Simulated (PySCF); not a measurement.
# Bond curve of TbC

Set-up: basis Tb x2c-TZVPall, C x2c-TZVPall; spin-free X2C with a Gaussian nucleus; PySCF 2.14. Energies in eV from Tb (4f9 6s2) + C in their ground configurations at the same level. State: decet, about 8.1 electrons in the 4f shell (Mulliken), real f orbitals that mix terms.

All columns are PBE0. A positive dipole means Tb(−)C(+).

```csv
R (Å),E (eV),μ (D),Mulliken charge on Tb (basis-dependent),HOMO (eV),LUMO (eV),Mayer bond order,⟨S²⟩
1.726,-2.397,-2.94,0.46,-4.31,-3.01,2.37,24.76
1.806,-3.045,-3.51,0.48,-4.41,-2.67,2.32,24.76
1.887,-3.417,-4.03,0.49,-4.51,-2.39,2.27,24.76
1.947,-3.554,-4.40,0.49,-4.58,-2.21,2.23,24.76
2.007,-3.592,-4.74,0.49,-4.64,-2.14,2.19,24.76
2.067,-3.552,-5.05,0.49,-4.68,-2.23,2.16,24.76
2.147,-3.403,-5.43,0.48,-4.48,-2.34,2.12,24.76
2.248,-3.109,-5.84,0.47,-4.28,-2.46,2.07,24.77
2.368,-2.661,-6.22,0.46,-4.13,-2.57,2.02,24.79
2.529,-2.007,-6.55,0.46,-3.91,-2.68,1.94,24.81
```

A fit through these points gives, at Re = 2.004 Å, μ = -4.72 D and dμ/dR = -5.43 D/Å; the reduced mass is 11.16 u.

**Question.** How strong is the fundamental in the double-harmonic approximation, I = 42.26·(dμ/dR)²/μred km/mol?

**Answer.** I = 42.26·(-5.43)²/11.16 = 112 km/mol at PBE0.

These are scalar-relativistic numbers at best; spin–orbit coupling would shift them, the dissociation energy most. With d or f electrons several states lie close, and the lowest PBE0 determinant need not be the measured ground state.
